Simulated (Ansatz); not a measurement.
An input meant for (H2In-mu-F)2 (In2H4F2) (charge 0, singlet; atoms displaced at random, 0.15 Å in each coordinate).

```yaml
crystal:
  periodic: [false, false, false]
  atoms:
    - {symbol: In, position_ang: [-0.011323, -1.343894, -1.239648]}
    - {symbol: H, position_ang: [1.066789, -0.387386, -2.333194]}
    - {symbol: H, position_ang: [-0.628394, -2.463045, -0.691999]}
    - {symbol: F, position_ang: [-1.037569, 0.695587, -0.530058]}
    - {symbol: In, position_ang: [-0.416100, 1.290617, 1.422616]}
    - {symbol: H, position_ang: [-0.952848, 0.609862, 2.563405]}
    - {symbol: H, position_ang: [0.855287, 2.601690, 0.974527]}
    - {symbol: F, position_ang: [1.473894, -0.717798, 0.582533]}
basis:
  gaussian: {orbitals: def2-mTZVPP}
hamiltonian: {xc: {name: B97M-V}}
scf: {omitted_lower_state_checks: [starts]}
relax: {f_tol: 0.0001, max_steps: 3}
```

```sh
$ ansatz run in.yaml --threads 2 --pin off --events-out ev --progress --plain --max-ram 4352MiB
```

Shortened log:

```
Functional definition: B97M-V
  name "B97M-V"
  cite "Mardirossian & Head-Gordon, J. Chem. Phys. 142, 074111 (2015) doi:10.1063/1.4907719"
  cite "Becke, J. Chem. Phys. 107, 8554 (1997) doi:10.1063/1.475007"
  cite "Vydrov & Van Voorhis, J. Chem. Phys. 133, 244103 (2010) doi:10.1063/1.3521275"
  # Of w^i u^j: cxij and so on, Table III.
  parameter cx00 = 1.000
  parameter cx01 = 1.308
  parameter cx02 = 1.901
  parameter cx10 = 0.416
  parameter cx11 = 3.070
  parameter css00 = 1.000
  parameter css02 = -1.855
  parameter css10 = -5.668
  parameter css32 = -20.497
  parameter css42 = -20.364
  parameter cos00 = 1.000
  parameter cos01 = 1.573
  parameter cos03 = -6.298
  parameter cos10 = 2.535
  parameter cos32 = -6.427
  parameter b = 6.0
  parameter c = 0.01
  gx(w, u) = cx00 + cx01*u + cx02*u^2 + (cx10 + cx11*u)*w
  gss(w, u) = css00 + css02*u^2 + css10*w + (css32*w^3 + css42*w^4)*u^2
  gos(w, u) = cos00 + cos01*u + cos03*u^3 + cos10*w + cos32*w^3*u^2
  exchange = spin_sum(e_x_unif_s*gx(b97_w, b97_u_x))
  correlation = spin_sum(e_c_pw_mod_same_spin*gss(b97_w, b97_u_same))
      + integral(e_c_pw_mod_opposite_spin*gos(b97_w_opposite, b97_u_opposite)) + vv10(b, c)
these checks for a lower state are left out or cut short: starts
[...]
mean field evaluation 2: about -15590.9480 eV, gradient 2.5e2 eV
mean field evaluation 4: about -15845.9908 eV, gradient 1.4e1 eV
mean field evaluation 8: about -15846.3600 eV, gradient 2.0e-1 eV
mean field evaluation 16: about -15846.3411 eV, gradient 3.4e-4 eV
mean field -15846.34114527 eV, -582.3422960528 hartree, gradient 3.6e-5 eV, S^2 0.000000; 0 other end points of the search recorded, 0 dependent functions left out
the calculation of the forces begins
reference -15846.34127538 eV, -582.3423008344 hartree; 32, 32 occupied and 108, 108 virtual orbitals, 1264 factors
relax step   1: F+E_penalty+E_count = -15846.34114527 eV  Δ(F+E_penalty+E_count) = +0.000e0 eV  max|allowed force component| = 8.236e0 eV/Å  Δτ_max = 0.0000 Å  (28 SCF iters, accepted)
these checks for a lower state are left out or cut short: starts, cluster_reference, orbital_swaps, neighbouring_geometries, increment
1264 factors; their error is unknown
mean field -15849.03605124 eV, -582.4413320206 hartree, gradient 2.0e-5 eV, S^2 0.000000; 0 other end points of the search recorded, 0 dependent functions left out
the calculation of the forces begins
reference -15849.03618197 eV, -582.4413368247 hartree; 32, 32 occupied and 108, 108 virtual orbitals, 1264 factors
relax step   2: F+E_penalty+E_count = -15849.03605124 eV  Δ(F+E_penalty+E_count) = -2.695e0 eV  max|allowed force component| = 1.867e0 eV/Å  Δτ_max = 0.1935 Å  (36 SCF iters, accepted)
these checks for a lower state are left out or cut short: starts, cluster_reference, orbital_swaps, neighbouring_geometries, increment
1264 factors; their error is unknown
mean field evaluation 32: about -15849.7071 eV, gradient 5.3e-5 eV
mean field -15849.70713703 eV, -582.4659939685 hartree, gradient 1.9e-5 eV, S^2 0.000000; 0 other end points of the search recorded, 0 dependent functions left out
the calculation of the forces begins
reference -15849.70726580 eV, -582.4659987009 hartree; 32, 32 occupied and 108, 108 virtual orbitals, 1264 factors
relax step   3: F+E_penalty+E_count = -15849.70713703 eV  Δ(F+E_penalty+E_count) = -6.711e-1 eV  max|allowed force component| = 6.741e-1 eV/Å  Δτ_max = 0.1949 Å  (36 SCF iters, accepted)
Error: geometry relaxation did not converge after 3 steps: max|allowed force component| = 6.74e-1 eV/Å (threshold 1.0e-4). Raise `relax.max_steps` over both its present limit and 3, loosen `relax.f_tol`, or start from a geometry closer to equilibrium. Where this run's directory can be resumed (`checkpoint.write`), a resume goes on for up to `relax.max_steps` more
```

(1) What is wrong with this run?

Results:

(1) The relaxation is allowed too few steps for its threshold. The SCF steps converged, but the relaxation ran out of steps.
